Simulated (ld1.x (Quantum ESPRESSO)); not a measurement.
## Before and after: TM potential for Os

ld1.x (Quantum ESPRESSO) 7.5 input, shortened:

```
&input
   title='Os', zed=76., rel=1, dft='PBE', iswitch=3,
   config='[Xe] 4f14 5d6 6s1 6p0'
 /
 &inputp
   pseudotype=2, tm=.true., lloc=-2, rcloc=2.65,
   nlcc=.true., rcore=2.00
 /
3
6S  1  0   1.00   0.00  2.25  2.25  0.0
6P  2  1   0.00   0.00  2.70  2.70  0.0
5D  3  2   6.00   0.00  2.00  2.00  0.0
 &test
   configts(1)='5d6 6s1 6p0'
 /
```

Change: all radii but the core radius scaled by about 1.41 (s 3.16, p 3.80, d 2.82 bohr); local potential all-electron potential smoothed inside 3.72 bohr (lloc = -2).

Cutoffs: the cutoffs (Ry, on a coarse ladder) from which the occupation-weighted sum of valence levels, in a spherical-Bessel basis at the reference potential, stays within 10 and 1 mRy of its value at 400 Ry; they do not see the model core or the augmentation charge, which bear on the density cutoff. Errors are all-electron minus pseudo energies relative to the spin-unpolarised reference configuration.

Task: What does the change do?

Result: The potential gets softer (35 Ry and 45 Ry → 30 Ry and 35 Ry); a bound ghost appears in s, which as a rule spoils a file; of the 7 tests that both files solve, the error grows in 5 and shrinks in 2 by more than 15 % and 0.3 meV (median size 68.6 → 43.0 meV). A larger radius leaves more room for a smooth pseudo-wave, so fewer plane waves are needed.

```csv
quantity,base,changed
"cutoff, loose",35 Ry,30 Ry
"cutoff, tight",45 Ry,35 Ry
loose cutoff by channel (10 mRy a level),"s 8 Ry, d 30 Ry","s 6 Ry, d 25 Ry"
bound ghosts,none,s
"error for 5d6 6s2 6p0, meV [ΔE -9.58 eV]",-2.2,-35
"error for 5d6 6s0 6p0, meV [ΔE 16.91 eV]",-17,-37
"error for 5d5 6s0 6p0, meV [ΔE 45.76 eV]",-132,-311
"error for 5d6 6s0 6p1, meV [ΔE 6.14 eV]",-5.4,-13
"error for 5d5 6s2 6p0, meV [ΔE 1.50 eV]",-69,-54
"error for 5d5 6s2 6p1, meV [ΔE -3.47 eV]",-104,-43
"error for 5d4 6s0 6p0, meV [ΔE 87.24 eV]",-521,-818
```

 A true bound ghost makes a file unfit for plane-wave use even where its test errors are small: the radial tests pick states by their node count and pass the ghost by.
